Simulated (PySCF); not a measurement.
## Electronic absorption of C5H6ClN

C5H6ClN.
InChI=1S/C5H6ClN/c1-5(4-6)2-3-7/h4H,2H2,1H3/b5-4+

Method used: TDDFT PBE0/def2-SVPD, vertical, gas phase, core orbitals frozen in the response in PySCF 2.14.0, density-fitted response routines. The structure is a single GFN2-xTB conformer in the gas phase; no vibrational or solvent corrections. Torsions of this conformer, `[CH3:1]/[C:2](=[CH:3]\[Cl:4])[CH2:5][C:6]#[N:7]`: C1–C2–C5–C6 -68°.

```tsv
state	E (eV)	ν̃ (cm⁻¹)	f	main configurations (H = HOMO, L = LUMO)
S1	6.44	51940	0.248	H→L (80%), H→L+1 (10%)
S2	6.65	53630	0.0002	H→L+2 (68%), H→L+1 (26%)
S3	6.84	55170	0.100	H→L+1 (60%), H→L+2 (23%), H→L (13%)
S4	7.14	57590	0.0022	H-1→L (93%)
S5	7.20	58080	0.034	H→L+3 (92%)
S6	7.61	61370	0.014	H→L+4 (42%), H-2→L (35%)
```

Triplets, Tamm–Dancoff:

| state | E (eV) | λ (nm) | main configurations (H = HOMO, L = LUMO) |
| --- | --- | --- | --- |
| T1 | 4.13 | 300.4 | H→L (89%) |
| T2 | 6.15 | 201.6 | H→L+2 (80%) |

The lowest singlet comes at 193 nm (621 kJ/mol) in the vacuum ultraviolet; it is strong; its leading configuration is HOMO→LUMO (80%). The lowest level is also the most intense of those listed (f = 0.248). Löwdin shares by element: HOMO carbon 58% or more, chlorine 30%; LUMO carbon 61% or more, chlorine 10% (atoms not listed hold the other 30%). Of the 6 states listed, 4 reach f = 0.01 and 1 stays under 0.0005. The oscillator strengths of these states sum to 0.399; summed over the whole spectrum of an exact calculation they would give the number of electrons, 60 (Thomas–Reiche–Kuhn). Orbital energies (eV): HOMO-3 -9.70, HOMO-2 -9.70, HOMO-1 -9.23, HOMO -7.62, LUMO -0.59, LUMO+1 0.26, LUMO+2 0.51. The window holds the lowest 6 singlets.

The run took 26 s on one thread, Arm Neoverse V2 (aarch64), on a shared host, and the process peaked at 0.81 GiB of memory.
